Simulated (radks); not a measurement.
Neutral phosphorus inside a hard spherical wall (all orbitals vanish at R), configuration held at [Ne] 3s2 3p3 and not refilled when levels cross. Method: non-relativistic Kohn-Sham, PBE, spin-polarised, spherical densities, point nucleus; open shells are filled with parallel spins first; computed with a radial shooting solver on a logarithmic mesh with Libxc functionals. Eigenvalues in eV for spin up, with the zero of energy where the potential of the charges vanishes at infinity; a dash marks a level that is unbound or too diffuse for the functional's potential to be trusted. A positive occupied level is held by the wall or, in an anion where self-interaction has pushed it up, behind a barrier. The pressure on the wall is -dE/dV.

R (bohr)  E (hartree)  kinetic (hartree)    e(2s)    e(2p)    e(3s)   e(3p)  e(4s, empty)  e(4p, empty)  pressure (GPa)
free       -341.11568            340.654  -172.71  -124.21  -14.729  -6.294             -             -               0
20         -341.11568            340.654  -172.71  -124.21  -14.729  -6.294             -             -        < 0.0001
12         -341.11568            340.654  -172.71  -124.21  -14.728  -6.293        -0.297         0.962        0.000100
10         -341.11561            340.655  -172.70  -124.20  -14.722  -6.287         0.056         1.670         0.00220
6          -341.10027            340.763  -171.95  -123.44  -14.216  -5.731         4.982         8.887            1.37
5          -341.05383            341.025  -170.54  -122.03  -13.312  -4.664        10.572        15.839            8.21
4          -340.85090            341.963  -166.61  -118.07  -10.665  -1.437        24.323        31.450            58.0
3.5        -340.54845            343.150  -162.54  -113.97   -7.594   2.291        38.621        46.790             168
3          -339.86059            345.503  -155.85  -107.21   -1.652   9.337        63.938        72.964             532
2.5        -338.20328            350.423  -144.87  -96.079   10.936  23.652        112.05        120.90            1910
